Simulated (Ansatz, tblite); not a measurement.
Isomers of H₉Au₅⁺ (doublet), found by a short tight-binding search and relaxed with PBE-D4/def2-SVP in Ansatz.

In the def2 sets Au takes a core potential; there is no spin–orbit coupling. The xTB rows come from tblite. Correlated methods freeze no core orbitals; core or outer-core shells of Au are correlated, in sets that lack core-valence functions.

C: At MP2/def2-TZVP the charge 1 doublet is spin-contaminated (final ⟨S²⟩ up to 0.85, 0.75 for a pure state).

Other spin states weren't relaxed.

A:

Cartesian coordinates in Å:
```
Au 0.2568 -0.4189 0.3560
Au 0.1900 -1.9990 2.6283
Au 1.3095 2.5881 -3.9404
Au 0.2525 0.9208 -2.0347
Au -2.5290 -1.7966 3.1329
H -0.7191 -2.6744 3.8291
H 1.4486 4.2271 -4.6898
H 1.2967 -1.3599 1.4364
H -0.7302 0.5892 -0.6617
H -3.9507 -1.2017 2.7186
H 1.4376 -2.7460 3.3093
H 2.2169 4.0928 -4.3667
H -1.3657 -1.1982 1.9574
H 0.8860 0.9766 -3.6748
```

B:

```xyz
14

Au   -0.4354    0.3169    0.1297
Au    3.5458   -3.1092   -1.0521
Au    1.3108   -1.7065   -0.3870
Au   -4.4013    3.6483    1.3089
Au   -2.2066    2.3242    0.6362
H     5.1096   -3.2707   -1.9634
H    -2.0594    0.4905    0.7047
H    -2.5918    3.9619    0.6691
H    -0.4933    2.0553    0.0503
H     1.1687    0.1643   -0.4387
H    -5.8111    3.1399    1.8300
H    -0.4209   -1.4034    0.2227
H     5.3517   -3.2790   -1.1578
H     1.9331   -3.3324   -0.5526
```

C:

Cartesian coordinates in Å:
```
Au 4.852 -1.357 2.456
Au -2.224 0.658 -1.149
Au -4.824 0.769 -2.034
Au 0.287 0.323 -0.133
Au 2.622 -0.411 1.102
H -6.206 1.750 -2.664
H 5.476 -2.434 3.460
H 2.084 0.803 0.006
H -3.809 -0.123 -1.034
H 0.961 -0.903 1.019
H 3.167 -1.694 2.251
H -6.008 1.249 -3.313
H 4.256 0.025 1.225
H -0.635 1.347 -1.192
```

D:

Cartesian coordinates in Å:
```
Au -0.655 -4.093 0.260
Au 0.459 -1.590 0.405
Au 0.003 2.455 -0.500
Au -1.216 4.491 -1.992
Au 1.609 0.847 1.194
H -2.283 5.003 -3.065
H 2.263 -0.408 1.938
H -1.932 -5.192 -0.399
H 1.262 2.525 0.702
H 0.318 0.084 0.090
H -1.219 2.779 -1.699
H -2.105 -5.162 0.425
H 2.685 1.586 2.095
H 0.812 -3.325 0.544
```

E:

Cartesian coordinates in Å:
```
Au 1.670 -0.265 -1.433
Au -0.136 0.637 0.421
Au -3.114 -0.829 2.921
Au 3.337 -0.835 -3.534
Au -1.980 1.607 2.241
H -3.193 1.264 3.307
H 4.225 -2.049 -4.536
H 2.980 0.380 -2.426
H 0.493 -0.815 -0.299
H -3.162 -2.412 2.726
H -2.198 3.141 2.661
H 3.645 -1.741 -5.066
H -0.717 2.139 1.159
H -1.848 -0.223 1.857
```

Question: Estimate which lies lowest at each level, and how far above it the others are (kcal/mol).

Answer: 
```json
{"level": "GFN1-xTB", "A": "0.4", "B": "0.0", "C": "0.9", "D": "2.1", "E": "0.4"}
{"level": "GFN2-xTB", "A": "1.3", "B": "6.9", "C": "2.6", "D": "3.9", "E": "0.0"}
{"level": "HF/def2-TZVP", "A": "0.1", "B": "13.9", "C": "1.6", "D": "2.3", "E": "0.0"}
{"level": "PBE-D4/def2-SVP", "A": "3.1", "B": "4.2", "C": "0.0", "D": "9.1", "E": "3.3"}
{"level": "PBE-D4/def2-TZVP", "A": "3.6", "B": "3.1", "C": "0.0", "D": "10.4", "E": "4.0"}
{"level": "r2SCAN-D4/def2-TZVP", "A": "4.0", "B": "3.7", "C": "0.0", "D": "11.1", "E": "4.2"}
{"level": "B97M-V/def2-TZVP", "A": "4.2", "B": "3.6", "C": "0.0", "D": "11.4", "E": "4.3"}
{"level": "PBE0-D4/def2-SVP", "A": "2.6", "B": "6.3", "C": "0.0", "D": "8.4", "E": "2.7"}
{"level": "PBE0-D4/def2-TZVP", "A": "3.1", "B": "5.2", "C": "0.0", "D": "9.6", "E": "3.3"}
{"level": "BHLYP-D4/def2-TZVP", "A": "0.7", "B": "7.8", "C": "0.0", "D": "5.5", "E": "0.8"}
{"level": "PBE-QIDH/def2-TZVP", "A": "3.3", "B": "6.5", "C": "0.0", "D": "9.7", "E": "3.4"}
{"level": "RPA@PBE/def2-TZVP", "A": "3.1", "B": "5.2", "C": "0.0", "D": "9.2", "E": "3.1"}
{"level": "MP2/def2-TZVP", "A": "3.2", "B": "6.0", "C": "0.0", "D": "8.9", "E": "3.4"}
```
Point groups (tolerance 0.1 Å): A not assigned, B not assigned, C not assigned, D not assigned, E not assigned. A and E have the same bonds, so they are conformers or stereoisomers. Lower isomers may exist.
